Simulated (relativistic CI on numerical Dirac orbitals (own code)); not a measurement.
# Magnetism of Co+, 3d8, in a crystal field

Calculated by Dirac-Coulomb-Breit CI, KLI orbitals optimised for each configuration, a model potential for QED, one configuration in a parametric crystal field, unscaled Slater integrals (own radial code). With so little scaling, terms lie 10 to 35 % too far apart, which can change the order of excited levels.

Field parameters in Wybourne normalisation: Td as Oh with Dq negative (B⁴₀ = 21Dq, B⁴₄ = √(5/14) B⁴₀). The field is a parameter set, without covalency.

S is read from ⟨S²⟩ = S(S + 1).

Powder χT (cm³ K mol⁻¹) by Van Vleck's formula, with temperature-independent terms:

```csv
Field,2 K,5 K,10 K,20 K,50 K,100 K,200 K,300 K
"Td, 10Dq = -1050 cm⁻¹",0.0593,0.148,0.296,0.593,1.46,2.46,3.13,3.33
"Td, 10Dq = -1900 cm⁻¹",0.0439,0.11,0.219,0.439,1.09,1.99,2.74,2.96
"Td, 10Dq = -2750 cm⁻¹",0.038,0.095,0.19,0.38,0.948,1.77,2.52,2.75
"Td, 10Dq = -3600 cm⁻¹",0.0349,0.0872,0.174,0.349,0.872,1.65,2.39,2.62
"Td, 10Dq = -4450 cm⁻¹",0.033,0.0825,0.165,0.33,0.824,1.57,2.31,2.53
"Td, 10Dq = -5300 cm⁻¹",0.0317,0.0793,0.159,0.317,0.792,1.51,2.24,2.46
"Td, 10Dq = -6150 cm⁻¹",0.0308,0.077,0.154,0.308,0.769,1.47,2.2,2.41
"Td, 10Dq = -7000 cm⁻¹",0.0301,0.0752,0.15,0.301,0.752,1.44,2.16,2.36
```

Task: For Td, 10Dq = -6150 cm⁻¹: what effective moment follows at 300 K?

Result: μ_eff = √(8χT) = 4.39 μB. The ground level has S = 1.00; the spin-only moment for S = 1 is 2.83 μB. The difference comes from the orbital moment, spin-orbit mixing of terms and temperature-independent paramagnetism, all larger in this ionic model than in covalent complexes. The ground level is a non-magnetic singlet, so χT starts at zero and rises through temperature-independent paramagnetism and the filling of excited levels.
